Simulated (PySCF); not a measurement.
GeH4, SMILES [GeH4].

Geometry optimised at ωB97X-D3(BJ)/def2-TZVPD. The isomer is the one that the SMILES or the coordinates give; other isomers of the formula were not compared.

Method: PySCF with TDA-ωB97X/def2-TZVPD.

Vertical excitations; the highest root listed may be one member of a degenerate set. Gas-phase values at a fixed geometry. State labels are in the subgroup D2.

```csv
state,symmetry,energy (eV),λ (nm),f,main pairs
S1,B3,9.20,135,0.241,HOMO→LUMO (degenerate set)
S2,B1,9.20,135,0.241,HOMO−2→LUMO (degenerate set)
S3,B2,9.20,135,0.241,HOMO−1→LUMO (degenerate set)
S4,B2,9.34,133,0.000,"HOMO−2→LUMO+3, HOMO→LUMO+1 (degenerate set)"
S5,B1,9.34,133,0.000,"HOMO−1→LUMO+3, HOMO→LUMO+2 (degenerate set)"
S6,B3,9.34,133,0.000,"HOMO−2→LUMO+2, HOMO−1→LUMO+1 (degenerate set)"
S7,A,9.60,129,0.000,"HOMO→LUMO+3, HOMO−1→LUMO+2, HOMO−2→LUMO+1 (degenerate set)"
S8,A,9.60,129,0.000,"HOMO−2→LUMO+1, HOMO−1→LUMO+2 (degenerate set)"
S9,A,10.26,121,0.000,"HOMO−1→LUMO+2 33 %, HOMO−2→LUMO+1 33 %, HOMO→LUMO+3 33 %"
S10,B1,10.47,118,0.364,"HOMO→LUMO+2 39 %, HOMO−1→LUMO+3 39 %, HOMO−2→LUMO+4 11 %"
T1,B2,8.58,145,0,"HOMO−1→LUMO, HOMO−2→LUMO+3, HOMO→LUMO+1 (degenerate set)"
T2,B1,8.58,145,0,"HOMO−2→LUMO, HOMO−1→LUMO+3, HOMO→LUMO+2 (degenerate set)"
T3,B3,8.58,145,0,"HOMO→LUMO, HOMO−2→LUMO+2, HOMO−1→LUMO+1 (degenerate set)"
T4,A,9.02,138,0,"HOMO→LUMO+3 28 %, HOMO−2→LUMO+1 28 %, HOMO−1→LUMO+2 28 %"
```
Triplets are in the Tamm–Dancoff approximation.
